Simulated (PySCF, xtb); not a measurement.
CH5F3Si2, SMILES F[SiH2]C(F)(F)[SiH3]. Other conformers were not sampled.

Harmonic wavenumbers (cm⁻¹) from GFN2-xTB run with xtb 6.7.1 at its own minimum, in rising order: 37, 91, 104, 166, 197, 205, 319, 383, 498, 509, 558, 565, 585, 706, 730, 743, 757, 772, 837, 876, 925, 1060, 2298, 2304, 2334, 2385, 2389.

Question: What does PBE-D3(BJ)/def2-SVP (PySCF 2.14.0) give at its own minimum? (An estimate is asked for; the answer gives what the named calculation found.)

Answer: 49, 98, 127, 185, 190, 212, 326, 385, 515, 570, 602, 631, 711, 812, 843, 875, 893, 907, 908, 959, 988, 1074, 2175, 2190, 2191, 2204, 2207. Paired by order, the mean absolute difference is 74 cm⁻¹ and the zero-point energies are 33.4 and 34.1 kcal/mol.
